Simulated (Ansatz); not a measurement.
System: sum formula TaO2H2, charge 0, multiplicity 4. The spin state was set by rule; other spins were not relaxed. SMILES: [OH][Ta][OH]
Geometry from a B3LYP-D3(BJ)/def2-TZVP (Ansatz, a first-principles code) optimisation:
```xyz
5

Ta     0.0000     0.0000     0.0000
O      0.0000     0.0000    -1.9019
H      0.0000     0.0000    -2.8555
O      0.0000     0.0000     1.9019
H      0.0000     0.0000     2.8555
```
Charge 0, spin multiplicity 4.

Parts of the frozen-core correlation energy in def2-TZVPPD (Ansatz, hartree). Frozen orbitals: 6; correlated occupied orbitals by spin: 11 and 8; virtual: 156 and 159. UHF or UKS for open shells. No spin-orbit coupling. In def2 rows, elements after Kr have scalar-relativistic effective core potentials.

```
term                            value
-------------------------  ----------
reference (HF)             -207.43694
MP2 opposite-spin            -0.41943
MP2 same-spin                -0.17239
CCSD correlation             -0.59582
(T)                          -0.02481
T1 diagnostic                   0.019
largest doubles amplitude       0.039
<S^2> of the reference          3.767
```
